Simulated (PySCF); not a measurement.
# Energy of Br⁺ (bromine, charge +1) between two integer charges

The 4p beta orbital of [Ar] 3d10 4s2 4p4 is emptied in steps (occupation f), with all orbitals relaxed, ending at [Ar] 3d10 4s2 4p3. Computed with PySCF 2.14 in def2-TZVP (6s5p4d1f, 48 functions), with no relativity, point nucleus. The exact energy is a straight line in f; departures are measured from the line between the end points of the same method.

**Question.** Among UHF, LDA, PBE, PBE0, r2SCAN, LC-wPBE, BHandHLYP, wB97X, B3LYP, r2SCAN0, which shows the largest delocalisation error (convex curve), and which is closest to linear?

**Answer.** Most convex: LDA (-1.263 eV at f = 0.5); closest to linear: LC-wPBE (-0.150 eV).

| f | UHF (eV) | LDA (eV) | PBE (eV) | PBE0 (eV) | r2SCAN (eV) | LC-wPBE (eV) | BHandHLYP (eV) | wB97X (eV) | B3LYP (eV) | r2SCAN0 (eV) |
| --- | --- | --- | --- | --- | --- | --- | --- | --- | --- | --- |
| 1 | 0.000 | 0.000 | 0.000 | 0.000 | 0.000 | 0.000 | 0.000 | 0.000 | 0.000 | 0.000 |
| 0.9 | 0.075 | -0.453 | -0.437 | -0.312 | -0.410 | -0.056 | -0.199 | -0.105 | -0.349 | -0.293 |
| 0.7 | 0.171 | -1.059 | -1.020 | -0.726 | -0.948 | -0.129 | -0.467 | -0.253 | -0.817 | -0.677 |
| 0.5 | 0.199 | -1.263 | -1.212 | -0.861 | -1.113 | -0.150 | -0.560 | -0.314 | -0.975 | -0.793 |
| 0.3 | 0.163 | -1.061 | -1.015 | -0.720 | -0.914 | -0.122 | -0.475 | -0.279 | -0.821 | -0.650 |
| 0.1 | 0.068 | -0.455 | -0.433 | -0.306 | -0.380 | -0.050 | -0.206 | -0.128 | -0.353 | -0.269 |
| 0 | 0.000 | 0.000 | 0.000 | 0.000 | 0.000 | 0.000 | 0.000 | 0.000 | 0.000 | 0.000 |

```
   method  E(f=0) − E(f=1) (eV)  −ε at f=1 (eV)  −ε at f=0.5 (eV)
      UHF                20.261          21.105            20.238
      LDA                21.656          16.631            21.649
      PBE                21.390          16.531            21.405
     PBE0                21.404          17.936            21.423
   r2SCAN                21.471          16.900            21.567
  LC-wPBE                21.558          20.928            21.577
BHandHLYP                21.411          19.208            21.387
    wB97X                21.558          20.407            21.484
    B3LYP                21.577          17.700            21.565
  r2SCAN0                21.455          18.184            21.533
```

Reference removal energy between the ground levels: 21.591 eV (measured; NIST Atomic Spectra Database, ionization energies). The calculation has no spin-orbit coupling. UHF lacks correlation.
